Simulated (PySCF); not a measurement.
GeSe2: script and output

Input:

```python
from pyscf import gto, scf, mp

mol = gto.M(
    atom='Ge 0 0 0; Se 0 0 2.1888; Se 0 0 -2.1888',
    basis='def2-svp',
    charge=0,
    spin=0,
    symmetry=True,
    verbose=4,
)
mf = scf.RHF(mol)
mf.kernel()
mp.MP2(mf, frozen=27).kernel()
mf.dip_moment()
print('orbital energies (hartree):', mf.mo_energy[..., max(0, mol.nelec[1]-3):mol.nelec[0]+3].round(4))
```

```bash
$ OMP_NUM_THREADS=1 python input.py
```

Output (some set-up lines and the per-cycle HOMO/LUMO lines with their warnings removed):

```
PySCF version 2.14.0

[INPUT] Symbol           X                Y                Z      unit          X                Y                Z       unit  Magmom
[INPUT]  1 Ge     0.000000000000   0.000000000000   0.000000000000 AA    0.000000000000   0.000000000000   0.000000000000 Bohr   0.0
[INPUT]  2 Se     0.000000000000   0.000000000000   2.188800000000 AA    0.000000000000   0.000000000000   4.136232541448 Bohr   0.0
[INPUT]  3 Se     0.000000000000   0.000000000000  -2.188800000000 AA    0.000000000000   0.000000000000  -4.136232541448 Bohr   0.0

nuclear repulsion = 665.823299924013
point group symmetry = Dooh
symmetry origin: [0.00000000e+00 0.00000000e+00 3.55271368e-17]
symmetry axis x: [1. 0. 0.]
symmetry axis y: [0. 1. 0.]
symmetry axis z: [0. 0. 1.]
num. orbitals of irrep A1g = 20
num. orbitals of irrep E1gx = 10
num. orbitals of irrep E1gy = 10
num. orbitals of irrep A1u = 16
num. orbitals of irrep E1uy = 11
num. orbitals of irrep E1ux = 11
num. orbitals of irrep E2gx = 6
num. orbitals of irrep E2gy = 6
num. orbitals of irrep E2uy = 3
num. orbitals of irrep E2ux = 3
number of shells = 36
number of NR pGTOs = 222
number of NR cGTOs = 96
basis = def2-svp
ecp = {}

******** <class 'pyscf.scf.hf_symm.SymAdaptedRHF'> ********
method = SymAdaptedRHF
initial guess = minao
damping factor = 0
level_shift factor = 0
DIIS = <class 'pyscf.scf.diis.CDIIS'>
SCF conv_tol = 1e-09
SCF max_cycles = 50
Freeze 0 electrons in irreps []
    100 free electrons in irreps A1g E1gx E1gy A1u E1uy E1ux E2gx E2gy E2uy E2ux
Initial guess from minao.
init E= -6871.96712272352
cycle= 1 E= -6874.16603293505  delta_E= -2.2  |g|= 0.482  |ddm|= 2.35
cycle= 2 E= -6874.19707571994  delta_E= -0.031  |g|= 0.449  |ddm|= 1.21
cycle= 3 E= -6874.25044934594  delta_E= -0.0534  |g|= 0.0328  |ddm|= 0.541
cycle= 4 E= -6874.25092384536  delta_E= -0.000474  |g|= 0.0134  |ddm|= 0.0669
cycle= 5 E= -6874.25101550834  delta_E= -9.17e-05  |g|= 0.00177  |ddm|= 0.0274
cycle= 6 E= -6874.25101719885  delta_E= -1.69e-06  |g|= 0.000195  |ddm|= 0.00494
cycle= 7 E= -6874.25101721325  delta_E= -1.44e-08  |g|= 7.9e-05  |ddm|= 0.000308
cycle= 8 E= -6874.25101721608  delta_E= -2.83e-09  |g|= 2.35e-05  |ddm|= 0.00015
cycle= 9 E= -6874.2510172167  delta_E= -6.22e-10  |g|= 6.73e-06  |ddm|= 9.86e-05
Extra cycle  E= -6874.25101721673  delta_E= -2.55e-11  |g|= 3.39e-06  |ddm|= 2.2e-05
converged SCF energy = -6874.25101721673

******** <class 'pyscf.mp.mp2.RMP2'> ********
nocc = 23, nmo = 69
frozen orbitals 27
E(RMP2) = -6874.92627659808  E_corr = -0.675259381353208
E(SCS-RMP2) = -6874.86840688903  E_corr = -0.617389672301366
E_corr(same-spin) = -0.22260182921825
E_corr(oppo-spin) = -0.452657552134958
Dipole moment(X, Y, Z, Debye):  0.00000,  0.00000,  0.00000
orbital energies (hartree): [-0.402  -0.3513 -0.3513  0.017   0.017   0.0225]
```

In short: E(SCF) = -6874.251017 Eh, 9 cycles, E(MP2) − E(SCF) = -0.67526 Eh, μ(SCF) = 0.00 D.

It ran on Arm Neoverse N1 (1 thread, shared host) in 4.1 s, peak memory 0.24 GiB.
